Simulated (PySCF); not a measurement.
# How methods differ on the ionisation energy of Cd³⁶⁺

Cd³⁶⁺ [Ne] 3s2 (1S) → Cd³⁷⁺ [Ne] 3s1 (2S), as a difference of total energies. All numbers are calculated (PySCF 2.14, scalar relativity by spin-free X2C-1e, in an even-tempered Gaussian basis (18 s from 6.2 bohr⁻², ratio 2.5; 12 p from 8.1 bohr⁻², ratio 2.5; 4 d from 30 bohr⁻², ratio 2.7; 4 f from 45 bohr⁻², ratio 2.7)). Correlated levels: outer shells: 1s2 frozen; virtual orbitals above 40 to 60 times the deepest correlated orbital energy dropped. The calculations carry no spin-orbit coupling.

```json
{"method": "UHF", "ionisation energy (eV)": "2420.0"}
{"method": "MP2 (outer shells)", "ionisation energy (eV)": "2423.3"}
{"method": "SCS-MP2 (outer shells)", "ionisation energy (eV)": "2423.7"}
{"method": "CCSD (outer shells)", "ionisation energy (eV)": "2424.0"}
{"method": "CCSD(T) (outer shells)", "ionisation energy (eV)": "2424.1"}
```

Question: How much does correlation contribute at CCSD(T) (outer shells)?

Answer: 2424.1 − (2420.0) = 4.1 eV, measured against UHF.

Breit and QED terms and the two-electron picture change are absent.

For comparison: 2427 ± 3 eV (semi-empirical (NIST evaluation); NIST Atomic Spectra Database, ionization energies).
